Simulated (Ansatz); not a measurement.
Reaction (ligand exchange at a P–O bond): `FB(F)OP` + `SC=[Se]` → `PSC=[Se]` + `OB(F)F`

Computed with Ansatz on PBE0-D4/def2-TZVP structures; ΔE is electronic, products minus reactants. CCSD(T)/CBS is the MP2 limit (def2-TZVPP, def2-QZVPP) plus CCSD(T) − MP2 in def2-TZVPP, frozen cores. This one scheme is used for every species. Functionals use def2-TZVPP. B3LYP here is the variant with VWN-RPA as its local correlation; programs differ in this. For Se outer-core shells are correlated without core-valence functions, which leaves a few kJ/mol of doubt a bond. Scalar relativity is left out up to krypton. One conformer a species, not always the lowest.

| level | ΔE (kcal/mol) | difference from CCSD(T)/CBS |
| --- | --- | --- |
| PBE-D4 | -10.9 | -2.2 |
| BLYP-D4 | -8.2 | 0.5 |
| r2SCAN-D4 | -9.3 | -0.6 |
| B97M-V | -8.2 | 0.5 |
| B3LYP-D4 | -7.6 | 1.1 |
| BHLYP-D4 | -6.4 | 2.3 |
| CAM-B3LYP-D4 | -5.7 | 3.0 |
| ωB97M-V | -6.9 | 1.8 |
| revPBE | -10.4 | -1.7 |
| r2SCAN | -9.1 | -0.4 |
| CAM-B3LYP | -5.1 | 3.6 |
| LC-ωPBE | -7.2 | 1.5 |
| CCSD/def2-SVP | -5.7 | 3.0 |
| MP2/def2-TZVPP | -9.5 | -0.8 |
| CCSD/def2-TZVPP | -6.5 | 2.2 |
| CCSD/CBS(def2) | -7.7 | 1.0 |
| CCSD(T)/CBS | -8.7 | 0 |

Largest T1 diagnostic among the species: 0.017.

In def2-TZVPP, CCSD(T) changes the Hartree–Fock value by −4.5 kcal/mol (the triples alone add −1.0 kcal/mol) and MP2 by −6.5 kcal/mol. From BLYP to BHLYP (50 % exact exchange), in def2-TZVPP and without D4, ΔE moves by +1.7 kcal/mol.
